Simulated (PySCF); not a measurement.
Si(Cl)(OH)(NH2)2 (ClH₅N₂OSi), SMILES N[Si](N)(O)Cl.

Geometry: PBE0-D3(BJ)/def2-SVP. The structure was generated by enumeration, and PubChem lists no compound with its InChIKey, so it may never have been made. The values are those of a single conformer.

Method: PBE/def2-TZVP run with PySCF.

```json
{
 "total_energy": "-937.17018 hartree",
 "highest_occupied_level": "-6.25 eV",
 "lowest_empty_level": "-0.18 eV",
 "orbital_gap": "6.07 eV",
 "dipole_moment": "1.25 D",
 "quadrupole, principal values (traceless, Buckingham form, about the centre of nuclear charge)": "-10.77, 2.83, 7.93 D·Å",
 "mean_static_polarisability": "54.7 bohr³ (8.11 Å³)",
 "polarisability_principal_values": "50.2, 53.1, 61.0 bohr³"
}
```
